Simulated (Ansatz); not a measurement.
`C[Si](C)(C)C#Cc1ccc(-c2ccc(-c3ccc(C#C[Si](C)(C)C)[se]3)[se]2)[se]1`. Charge 0, multiplicity 3. Geometry PBE-D4/def2-SVP, that of the neutral singlet; atoms count from 1.

```xyz
51

C    -9.880    0.629   -2.917
Si   -9.484   -0.522   -1.470
C   -10.036   -2.288   -1.859
C   -10.314    0.101    0.111
C    -7.655   -0.530   -1.209
C    -6.427   -0.539   -1.035
C    -5.040   -0.518   -0.832
C    -4.119   -1.565   -0.911
C    -2.774   -1.219   -0.647
C    -2.531    0.122   -0.339
C    -1.282    0.758   -0.029
C    -1.027    2.096    0.278
C     0.321    2.430    0.541
C     1.238    1.380    0.463
C     2.660    1.432    0.680
C     3.427    2.549    1.025
C     4.814    2.326    1.179
C     5.248    1.015    0.966
C     6.543    0.486    1.042
C     7.682    0.000    1.104
Si    9.381   -0.723    1.197
C     9.847   -1.392   -0.509
C    10.578    0.642    1.726
C     9.370   -2.125    2.467
Se    3.770   -0.091    0.515
Se    0.340   -0.226    0.008
Se   -4.154    1.099   -0.368
H    -9.385    0.284   -3.847
H    -9.535    1.662   -2.709
H   -10.975    0.662   -3.100
H   -11.133   -2.324   -2.023
H    -9.538   -2.668   -2.773
H    -9.790   -2.974   -1.023
H    -9.974    1.127    0.360
H   -10.075   -0.557    0.971
H   -11.417    0.123   -0.011
H    -4.441   -2.584   -1.165
H    -1.960   -1.959   -0.681
H    -1.834    2.843    0.311
H     0.634    3.454    0.792
H     2.972    3.539    1.169
H     5.525    3.119    1.449
H     9.838   -0.583   -1.268
H    10.864   -1.836   -0.489
H     9.135   -2.176   -0.837
H    10.301    1.052    2.718
H    10.576    1.477    0.996
H    11.613    0.246    1.793
H    10.377   -2.585    2.548
H     9.078   -1.749    3.469
H     8.651   -2.918    2.176
```

Single mean-field runs in def2-TZVP are fitted with def2-universal-jkfit. At PBE0-D4/def2-TZVP a singlet of charge 0 lies 1.54 eV below the triplet at the same geometry.

**Question.** Estimate the Mulliken populations of the heavy atoms from the PBE0/def2-TZVP orbitals of Ansatz.

**Answer.** 
```
atom  charge (e)  spin (α − β)
  C1       -0.48          0.00
 Si2        0.34          0.00
  C3       -0.48          0.00
  C4       -0.48          0.00
  C5        0.06          0.23
  C6        0.02         -0.14
  C7       -0.24          0.31
  C8       -0.19         -0.12
  C9       -0.15          0.25
 C10       -0.04         -0.04
 C11        0.00          0.33
 C12       -0.15          0.07
 C13       -0.20          0.13
 C14        0.02          0.30
 C15        0.01         -0.02
 C16       -0.18          0.27
 C17       -0.19         -0.12
 C18       -0.23          0.33
 C19        0.02         -0.15
 C20        0.05          0.25
Si21        0.34          0.00
 C22       -0.48          0.00
 C23       -0.48          0.00
 C24       -0.48          0.00
Se25        0.12          0.04
Se26        0.08          0.05
Se27        0.12          0.05
```
Mulliken values depend strongly on the basis.

**Question.** Where does the spin sit?

**Answer.** Summed by element: C 1.89, Si 0.00, Se 0.13, H -0.03, of 2 unpaired in all. Largest on single atoms: C18 0.33, C11 0.33, C7 0.31.

**Question.** And the Mayer bond orders between heavy atoms (over 0.3)?

**Answer.** C1–Si2 1.00 (1.89 Å); Si2–C3 1.01 (1.89 Å); Si2–C4 1.00 (1.89 Å); Si2–C5 0.98 (1.85 Å); C5–C6 2.51 (1.24 Å); C6–C7 1.21 (1.40 Å); C7–C8 1.38 (1.40 Å); C7–Se27 1.24 (1.90 Å); C8–C9 1.42 (1.41 Å); C9–C10 1.26 (1.40 Å); C10–C11 1.27 (1.44 Å); C10–Se27 1.18 (1.90 Å); C11–C12 1.16 (1.40 Å); C11–Se26 1.14 (1.90 Å); C12–C13 1.57 (1.41 Å); C13–C14 1.20 (1.40 Å); C14–C15 1.24 (1.44 Å); C14–Se26 1.17 (1.89 Å); C15–C16 1.30 (1.40 Å); C15–Se25 1.19 (1.89 Å); C16–C17 1.44 (1.41 Å); C17–C18 1.37 (1.40 Å); C18–C19 1.21 (1.40 Å); C18–Se25 1.22 (1.90 Å); C19–C20 2.50 (1.24 Å); C20–Si21 0.98 (1.85 Å); Si21–C22 1.00 (1.89 Å); Si21–C23 1.01 (1.89 Å); Si21–C24 1.00 (1.89 Å).
